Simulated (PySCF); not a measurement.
Gas-phase reaction: 6 BO + 3 H₂O₂ = 2 (HBO₂)₃

Computed with PySCF and rigid-rotor harmonic-oscillator thermochemistry at 1 bar. Table values come from the NASA 1993 polynomials. After a fit of one offset per element over all species, the range-separated, M06-2X, PBE0/def2-QZVP and CCSD(T)/def2-TZVPP enthalpies, where run, lie to one side of the table for BO (+18 kJ/mol): a fault of the table's entry, another state or a shared error of the levels is possible; this was not checked at source. S°(298 K) at PBE0/def2-TZVP differs from the NASA 1993 table for H₂O₂ (-8 J/mol/K), (HBO₂)₃ (+10 J/mol/K); whether the harmonic model or the table's entry is off was not settled. † marks an energy on the PBE0/def2-TZVP geometry and frequencies; other levels use their own. CCSD(T) freezes the core. 6-31G* has spherical d functions here. Open shells (unrestricted): BO (multiplicity 2); the rest are closed-shell singlets. No R ln 2 is added for the mirror-image form of H₂O₂. CCSD(T) isn't extrapolated to the basis-set limit. The harmonic model lacks anharmonicity and excited electronic states, which grow with temperature; levels with a mode under 35 cm⁻¹ are left out. Internal rotation in H₂O₂, (HBO₂)₃ is treated as a harmonic vibration of one conformer, which makes the entropy rough. The table's entry may be an old estimate for BO, (HBO₂)₃ (not checked at source).

```json
[
 {"level": "table", "ΔH°(298 K), kJ": "-4134.7", "minus table": "-", "ΔG°(2500 K), kJ": "-1243.6"},
 {"level": "BLYP/def2-TZVP†", "ΔH°(298 K), kJ": "-3847.8", "minus table": "286.9", "ΔG°(2500 K), kJ": "-1021.4"},
 {"level": "CCSD(T)/def2-SVP†", "ΔH°(298 K), kJ": "-4115.7", "minus table": "19.0", "ΔG°(2500 K), kJ": "-1289.4"},
 {"level": "HF/6-31G*", "ΔH°(298 K), kJ": "-4039.8", "minus table": "94.9", "ΔG°(2500 K), kJ": "-1184.2"},
 {"level": "HF/def2-TZVP†", "ΔH°(298 K), kJ": "-4028.0", "minus table": "106.7", "ΔG°(2500 K), kJ": "-1201.6"},
 {"level": "PBE/def2-SVP", "ΔH°(298 K), kJ": "-4149.6", "minus table": "-14.9", "ΔG°(2500 K), kJ": "-1323.4"},
 {"level": "r2SCAN/def2-TZVP†", "ΔH°(298 K), kJ": "-4126.8", "minus table": "7.9", "ΔG°(2500 K), kJ": "-1300.4"},
 {"level": "LDA/def2-TZVP†", "ΔH°(298 K), kJ": "-4511.4", "minus table": "-376.7", "ΔG°(2500 K), kJ": "-1685.0"},
 {"level": "ωB97X-V/def2-TZVP†", "ΔH°(298 K), kJ": "-4244.7", "minus table": "-110.0", "ΔG°(2500 K), kJ": "-1418.3"}
]
```
